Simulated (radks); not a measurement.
Results of a calculation; reference values are marked as such.
The iodine anion I-, [Xe], held by a Watson sphere: a shell of charge +0.67 at radius R that stands for the Madelung well of a crystal (potential energy -0.67/R inside, -0.67/r outside, in hartree with lengths in bohr). Code: a radial shooting solver on a logarithmic mesh with Libxc functionals. Model: scalar-relativistic Kohn-Sham, PBEsol, spin-polarised, spherical densities, point nucleus. Response by self-consistent Sternheimer equations with the Hartree and adiabatic LDA kernel, the relativistic mass of each level held fixed and spin-orbit coupling left out. The sphere does not respond.

[
 {"R (bohr)": "2.62", "e(4d) (eV)": "-46.908", "e(5s) (eV)": "-14.916", "e(5p) (eV)": "-4.922", "<r> 5p (bohr)": "2.542", "sum of <r^2> (bohr^2)": "71.59", "X-ray form factor at sin(theta)/lambda = 0.3 1/angstrom": "36.615", "alpha (bohr^3)": "43.92"},
 {"R (bohr)": "3.49", "e(4d) (eV)": "-46.495", "e(5s) (eV)": "-14.268", "e(5p) (eV)": "-4.406", "<r> 5p (bohr)": "2.610", "sum of <r^2> (bohr^2)": "74.46", "X-ray form factor at sin(theta)/lambda = 0.3 1/angstrom": "36.639", "alpha (bohr^3)": "51.93"},
 {"R (bohr)": "4.26", "e(4d) (eV)": "-46.104", "e(5s) (eV)": "-13.766", "e(5p) (eV)": "-3.922", "<r> 5p (bohr)": "2.648", "sum of <r^2> (bohr^2)": "76.23", "X-ray form factor at sin(theta)/lambda = 0.3 1/angstrom": "36.649", "alpha (bohr^3)": "59.08"},
 {"R (bohr)": "4.99", "e(4d) (eV)": "-45.735", "e(5s) (eV)": "-13.351", "e(5p) (eV)": "-3.503", "<r> 5p (bohr)": "2.670", "sum of <r^2> (bohr^2)": "77.33", "X-ray form factor at sin(theta)/lambda = 0.3 1/angstrom": "36.652", "alpha (bohr^3)": "64.99"},
 {"R (bohr)": "5.24", "e(4d) (eV)": "-45.614", "e(5s) (eV)": "-13.222", "e(5p) (eV)": "-3.373", "<r> 5p (bohr)": "2.675", "sum of <r^2> (bohr^2)": "77.60", "X-ray form factor at sin(theta)/lambda = 0.3 1/angstrom": "36.653", "alpha (bohr^3)": "66.76"},
 {"R (bohr)": "5.32", "e(4d) (eV)": "-45.577", "e(5s) (eV)": "-13.182", "e(5p) (eV)": "-3.332", "<r> 5p (bohr)": "2.677", "sum of <r^2> (bohr^2)": "77.68", "X-ray form factor at sin(theta)/lambda = 0.3 1/angstrom": "36.653", "alpha (bohr^3)": "67.29"},
 {"R (bohr)": "5.95", "e(4d) (eV)": "-45.300", "e(5s) (eV)": "-12.892", "e(5p) (eV)": "-3.038", "<r> 5p (bohr)": "2.686", "sum of <r^2> (bohr^2)": "78.20", "X-ray form factor at sin(theta)/lambda = 0.3 1/angstrom": "36.654", "alpha (bohr^3)": "71.04"}
]
